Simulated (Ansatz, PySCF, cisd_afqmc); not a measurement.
System: CBr, charge 0, doublet. CBr (SMILES [C]Br, doublet).
B3LYP-D3(BJ)/def2-TZVP minimum from Ansatz (a program for electronic structure):
```xyz
2

C      0.0000     0.0000    -1.5630
Br     0.0000     0.0000     0.2679
```
Charge 0, spin multiplicity 2.

Atomisation energy term by term, kcal/mol (programs: Ansatz, cisd_afqmc). Open shells are spin-unrestricted; no spin-orbit coupling. Correlated methods leave the cores frozen (noble-gas shells, and filled d and f shells in the p block). No relativity. AFQMC/CISD: phaseless, guided by CISD from CCSD amplitudes; bars are statistical, one sigma. Outlying blocks are dropped, and bars are widened where a walk drifts. Over all cases where full CI ran beside it in this data, AFQMC minus full CI had a median of +0.1 mEh and passed +0.4 mEh in a tenth of the cases. CBS(X,Y): correlation extrapolated as X^-3, Hartree-Fock from the larger set (Q,5: extrapolated as (X+1)exp(-9√X)). A bracket is a step between two methods taken in the basis named. Spin-orbit terms, left out, reach several kcal/mol for Br and I, and more for heavier atoms. The determinant of CBr ([C]Br, doublet) is a saddle point of the SCF energy; a lower one exists, which strains HF and MP2.

| term | basis | kcal/mol |
|---|---|---|
| Hartree-Fock | CBS(cc-pVQZ,cc-pV5Z) | 38.20 |
| CCSD correlation | CBS(cc-pVQZ,cc-pV5Z) | 37.91 |
| (T) | CBS(cc-pVQZ,cc-pV5Z) | 5.91 |
| CCSDT(Q) - CCSD(T) | cc-pVQZ | 0.75 |
| CCSDTQ - CCSDT(Q) | cc-pVDZ | -0.10 |
| minus zero-point energy | Hessian by PySCF at B3LYP-D3(BJ)/def2-TZVP | -1.02 |
| sum: D0 |  | 81.7 |

The step beyond CCSD(T) by other levels: CCSDTQ in cc-pVDZ 0.70; AFQMC/CISD in cc-pVDZ 0.60 ± 0.19; CCSDT(Q) in cc-pVDZ 0.80; CCSDT(Q) in cc-pVTZ 0.77 kcal/mol.
